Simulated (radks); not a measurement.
Cl II, configuration [Ne] 3s2 3p4.

All-electron calculation, scalar-relativistic Kohn-Sham, exchange-only B88, spin-unpolarised, spherical densities, finite nucleus; Fermi nuclear charge, rms radius 3.3654 fm. Program: a radial shooting solver on a logarithmic mesh with Libxc functionals.

Energy parts (hartree):
total: -460.45777
kinetic: 463.09826
electron-nucleus: -1092.21708
Hartree: 195.89319
exchange: -27.23213

Orbitals (lengths in bohr, moments of r in powers of bohr; <r^-3> diverges for s and p1/2; r(90%) holds 90 % of the orbital's charge):
[
 {"orbital": "1s", "occ.": "2", "eigenvalue (hartree)": "-101.6062", "<1/r>": "16.68", "<r^-3>": "-", "r(90%)": "0.162", "<r^2>": "0.01113"},
 {"orbital": "2s", "occ.": "2", "eigenvalue (hartree)": "-9.71245", "<1/r>": "3.307", "<r^-3>": "-", "r(90%)": "0.695", "<r^2>": "0.2347"},
 {"orbital": "2p", "occ.": "6", "eigenvalue (hartree)": "-7.47621", "<1/r>": "3.208", "<r^-3>": "102.6", "r(90%)": "0.676", "<r^2>": "0.2063"},
 {"orbital": "3s", "occ.": "2", "eigenvalue (hartree)": "-1.13970", "<1/r>": "0.9284", "<r^-3>": "-", "r(90%)": "2.25", "<r^2>": "2.575"},
 {"orbital": "3p", "occ.": "4", "eigenvalue (hartree)": "-0.67626", "<1/r>": "0.7942", "<r^-3>": "8.689", "r(90%)": "2.67", "<r^2>": "3.488"}
]

The highest occupied level is 3p at -18.402 eV. For comparison, the ionisation energy in NIST's Atomic Spectra Database is 23.814 eV (measured). In exact Kohn-Sham theory the highest level is minus the ionisation energy, but local and semilocal functionals leave it too shallow, through self-interaction and a potential that decays too fast; potentials with the right tail come closer. The density falls to 0.001 e/bohr^3 at r = 3.59 bohr.

Beside tabulated values, note that spin-unpolarised runs miss the spin-polarisation part of the exchange energy of open shells.
